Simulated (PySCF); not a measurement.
WBr3, SMILES [Br][W]([Br])[Br] (connectivity only; charge and spin as stated), neutral, multiplicity 4.

Geometry optimised at B3LYP-D3(BJ)/def2-SVP. The multiplicity is an assumed one; other spin states were not compared. The def2 effective core potentials stand for the cores of W; spin–orbit coupling is left out.

Calculation: M06-2X/def2-TZVP run with PySCF.

```yaml
total_energy: -7789.69478 hartree
point_group: D3h
"α spin, highest occupied and lowest empty level": -8.11 and -2.53 eV
"β spin, highest occupied and lowest empty level": -10.11 and -3.61 eV
dipole_moment: 0.00 D
quadrupole, principal values (traceless, Buckingham form, about the centre of nuclear charge): -0.84, -0.84, 1.69 D·Å
mean_static_polarisability: 101.9 bohr³ (15.11 Å³)
polarisability_principal_values: 70.1, 117.9, 117.9 bohr³
"⟨S²⟩": 3.772 (pure state 3.75)
```
